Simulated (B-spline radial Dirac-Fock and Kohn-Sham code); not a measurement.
# K-line shifts caused by a second vacancy in Tm³⁺

System: the Tm³⁺ ion, configuration [Xe] 4f12, inside a Watson sphere of charge -3 and radius 2 Å (a model of the Madelung potential; inside it an electron's potential energy is raised by 21.6 eV).

Level of theory: Dirac-Fock ΔSCF + Breit + QED; an atomic code on a B-spline grid. Each two-hole energy is an average over J within one jj subconfiguration, not an observable level; in light atoms, where LS coupling holds, the j-resolved values are not observed lines, and for a K spectator the Kα1 hypersatellite is nearly forbidden. No correlation.

Lines without a spectator: Kα2 (K-L2) 49768.9 eV, Kα1 (K-L3) 50737.9 eV, Kβ3 (K-M2) 57293.3 eV, Kβ1 (K-M3) 57500.8 eV. Shifts in eV with one spectator hole (a dash: not computed, or left out as unreliable):

```
spectator hole     Kα2     Kα1      Kβ3      Kβ1
        K (1s)  +885.3  +942.5  +1143.2  +1156.4
    L2 (2p1/2)  +109.9  +145.6        –   +284.2
    L3 (2p3/2)   +88.4   +94.9   +222.9        –
    M2 (3p1/2)       –  +22.21    +44.4    +52.6
    M3 (3p3/2)  +13.09       –    +39.4    +39.6
    M4 (3d3/2)   +4.39   +1.00        –        –
    M5 (3d5/2)   -0.60   +2.99        –        –
```
